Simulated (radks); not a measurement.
Ionisation of neutral bismuth, [Hg] 6p3, to [Hg] 6p2 as the strength of local exchange is varied. Method: Dirac Kohn-Sham, Slater X-alpha exchange (alpha = 2/3 is LDA exchange), no correlation, spin-unpolarised, spherical densities, point nucleus; open shells fill j = l - 1/2 first; computed with a radial shooting solver on a logarithmic mesh with Libxc functionals.

alpha,E(Bi) (hartree),exchange (hartree),IE (eV),-e of the level emptied (eV),<r> of it (bohr)
0.667,-21561.4660,-378.4007,6.108,2.940 (6p3/2),3.343
0.722,-21592.6918,-410.2164,6.507,3.280 (6p3/2),3.268
0.726,-21594.9646,-412.5339,6.536,3.306 (6p3/2),3.262
0.736,-21600.6476,-418.3298,6.610,3.369 (6p3/2),3.249
0.755,-21611.4497,-429.3505,6.752,3.491 (6p3/2),3.225
0.976,-21737.5038,-558.3540,8.498,5.031 (6p3/2),2.980

NIST Atomic Spectra Database: 7.286 eV (measured). The Delta-SCF value meets it near alpha = 0.82. Spin polarisation and multiplet splitting are left out, so open shells lie too high by an amount that depends on their filling.

Beside tabulated values, note that spin-unpolarised runs miss the spin-polarisation part of the exchange energy of open shells.
